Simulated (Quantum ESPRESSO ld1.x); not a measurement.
Co3+, 24 electrons, occupied as [Ar] 3d5.5 4s0.5 (fractional occupations, a model configuration).

Calculated with ld1.x of Quantum ESPRESSO 7.5: scalar-relativistic Kohn-Sham, revPBE, spin-unpolarised, spherical densities, point nucleus.

Energy parts (hartree):
total: -1390.779
kinetic: 1408.860
electron-nucleus: -3294.251
Hartree: 552.847
exchange-correlation: -58.235

Orbitals (lengths in bohr, moments of r in powers of bohr; <r^-3> diverges for s and p1/2; r(90%) holds 90 % of the orbital's charge):
orbital	occ.	eigenvalue (hartree)	<r^2>	<1/r>	<r^-3>	r(90%)
1s	2	-280.670	0.004246	27.04	-	0.100
2s	2	-34.6715	0.07699	5.816	-	0.396
2p	6	-29.9194	0.06214	5.705	549.0	0.368
3s	2	-5.32700	0.6734	1.853	-	1.14
3p	6	-3.96120	0.7501	1.717	71.52	1.23
3d	5.5	-1.79379	1.049	1.412	6.980	1.53
4s	0.5	-1.23195	5.306	0.6098	-	3.16

The highest occupied level is 4s at -33.523 eV. The density falls to 0.001 e/bohr^3 at r = 3.10 bohr.
